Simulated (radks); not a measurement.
Values are calculated unless marked as measured or tabulated.
Effect of the nuclear size on the samarium ion Sm+, [Xe] 4f6 6s1. Level of theory: Dirac Kohn-Sham, exchange-only LDA, spin-unpolarised, spherical densities, finite nucleus; open shells fill j = l - 1/2 first; Fermi nuclear charge, rms radius 5.0819 fm (a radial shooting solver on a logarithmic mesh with Libxc functionals). The rms radius is varied about that value; shifts are against it.

rms radius (fm)	total energy shift (eV)	density at nucleus (e/bohr^3)	1s1/2 shift (meV)	2s1/2 shift (meV)	5s1/2 shift (meV)	5p1/2 shift (meV)	6s1/2 shift (meV)	4f5/2 shift (meV)	6p1/2 (empty) shift (meV)
4.5534	-3.30	5.451e+05	-1370	-173	-1.33	0.111	-0.119	0.215	0.034
4.8634	-1.40	5.366e+05	-579	-73.2	-0.565	0.047	-0.050	0.091	0.014
5.0819	0	5.31e+05	0.000	0.000	0.000	0.000	0.000	0.000	0.000
5.4834	2.69	5.215e+05	1110	141	1.09	-0.090	0.097	-0.175	-0.028
6.327	8.85	5.039e+05	3660	463	3.58	-0.296	0.318	-0.576	-0.091

Slopes of the eigenvalues against <r^2> in GHz/fm^2, as finite differences over the two radii next to the reference (eigenvalue slopes, not the field-shift constants of lines): 1s1/2 63800, 2s1/2 8070, 5s1/2 62.3, 5p1/2 -5.16, 6s1/2 5.54, 4f5/2 -10.0, 6p1/2 (empty) -1.59.
